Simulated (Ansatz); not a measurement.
Z-matrix (Å, degrees):
```
C
N 1 1.3344
H 2 1.0026 1 120.66
H 2 1.0046 3 117.83 1 179.89
C 1 1.3565 2 141.30 3 179.95
H 5 1.0780 1 139.23 2 -0.02
B 5 1.4452 6 157.35 1 179.97
H 7 1.1788 5 153.00 6 0.01
```
Charge 0, multiplicity 1.

Computed with frozen-core CCSD(T)/cc-pVTZ // CAM-B3LYP-D3(BJ)/def2-TZVP (Ansatz, a quantum-chemistry and plane-wave program).

```
Property                       Result
----------------------  -------------
HF energy               -157.20587 Ha
MP2 correlation energy    -0.61207 Ha
```

Estimate the CCSD correlation energy, the (T) correction, the total energy and the T1 diagnostic.


* **CCSD correlation energy**: -0.63490 Ha
* **(T) correction**: -0.02956 Ha
* **CCSD(T) total energy**: -157.87032 Ha
* **T1 diagnostic**: 0.011
